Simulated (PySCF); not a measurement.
**Which basis set comes closest?**

Molecule: SMILES COc1cccnc1, C₆H₇NO.

Atom-mapped SMILES (the numbers label the heavy atoms): `[CH3:1][O:2][c:3]1[cH:4][cH:5][cH:6][n:7][cH:8]1`; H(Xn) means a hydrogen on atom n.

Geometry PBE0-D3(BJ)/def2-SVP throughout; GIAO in PySCF 2.14.0 with density-fitted response routines, gas phase, one conformer, non-relativistic; equivalent atoms averaged; functional PBE0.

Reference values (estimated from measurements, as parent shift plus tabulated substituent increments; solution, not stated per compound (mostly CDCl3 or CCl4); Pretsch, Buehlmann, Badertscher, Structure Determination of Organic Compounds, 4th ed. (2009)): δ(C8) = 137.3 ppm, δ(C3) = 155.2 ppm, δ(C4) = 120.0 ppm, δ(C5) = 123.8 ppm, δ(C6) = 141.4 ppm, δ(H(C8)) = 8.32 ppm, δ(H(C4)) = 7.25 ppm, δ(H(C5)) = 7.21 ppm. Computed shifts are taken against TMS, calculated as an isolated molecule at each level.

Question: How do the basis sets STO-3G, pcSseg-0, 6-31G, 6-31G*, cc-pVDZ, def2-SVP, pcSseg-1, aug-cc-pVDZ, 6-311+G(2d,p), def2-TZVP perform against the reference? Times are CPU seconds on shared hosts with different chips, so compare them loosely.

Answer: 
```tsv
basis set	functions	C8	C3	C4	C5	C6	H(C8)	H(C4)	H(C5)	mean abs. error C	mean abs. error H	core-s
STO-3G	47	110.4	122.4	103.2	106.8	114.8	7.75	6.88	6.99	24.0	0.39	5.9
pcSseg-0	86	144.0	165.5	135.1	133.9	154.7	8.41	7.23	7.26	11.1	0.05	13
6-31G	86	127.8	148.4	120.6	120.7	137.5	8.34	7.24	7.34	4.8	0.05	14
6-31G*	126	126.3	145.4	117.7	118.1	135.5	8.07	6.90	7.02	6.9	0.26	22
cc-pVDZ	147	130.3	152.7	122.0	123.6	140.3	8.07	7.00	7.03	2.6	0.23	28
def2-SVP	147	129.5	150.8	121.4	121.8	139.2	7.86	7.03	6.99	3.6	0.30	26
pcSseg-1	171	135.3	159.4	128.8	128.8	147.4	8.19	7.26	7.16	5.2	0.06	21
aug-cc-pVDZ	247	130.9	152.5	121.7	122.3	141.3	8.53	7.34	7.38	2.5	0.16	59
6-311+G(2d,p)	258	134.4	158.0	126.9	126.6	145.7	8.47	7.31	7.29	3.9	0.10	57
def2-TZVP	290	135.5	160.1	128.3	128.2	146.9	8.45	7.27	7.29	5.0	0.08	75
```

For ¹³C the closest is aug-cc-pVDZ (2.5 ppm, with cc-pVDZ practically level) and the furthest STO-3G (24.0 ppm).

For ¹H the closest is pcSseg-0 (0.05 ppm, with 6-31G, pcSseg-1, def2-TZVP practically level) and the furthest STO-3G (0.39 ppm). Where a smaller basis beats a larger one, errors probably cancel. One molecule is a small sample, and vibrational and solvent effects are absent from the calculation.

A small basis that lands close on one nucleus may do so by chance; judge by the trend and by all nuclei.
